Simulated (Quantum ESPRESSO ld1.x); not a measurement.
Q: These are the eigenvalues of the occupied orbitals of an atom or ion with whole-number occupations (eV). Method: Dirac Kohn-Sham, PBEsol, spin-unpolarised, spherical densities, point nucleus; computed with ld1.x of Quantum ESPRESSO 7.5.

| orbital | eigenvalue |
|---|---|
| 1s1/2 | -63620.1 |
| 2s1/2 | -11225.2 |
| 2p1/2 | -10735.0 |
| 2p3/2 | -9618.59 |
| 3s1/2 | -2923.60 |
| 3p1/2 | -2707.20 |
| 3p3/2 | -2468.79 |
| 3d3/2 | -2101.60 |
| 3d5/2 | -2049.64 |
| 4s1/2 | -948.112 |
| 4p1/2 | -858.942 |
| 4p3/2 | -799.828 |
| 4d3/2 | -652.254 |
| 4d5/2 | -640.720 |
| 4f5/2 | -456.492 |
| 5p1/2 | -389.277 |

Which element is it, and in what charge state? The configuration may be excited. Open shells, if any, fill j = l - 1/2 first.

A: Z = 71, lutetium, charge +18: Lu18+ in [Kr] 4d10 4f5 5p2. The list shows which subshells hold electrons but not how many an open one holds; the 1s level, -2338 hartree, gives Z - s = 68.4 by -(Z - s)^2/2, which with screening and relativity narrows Z to a few neighbours, and the depths of the outer levels then fix element, charge and occupations together.
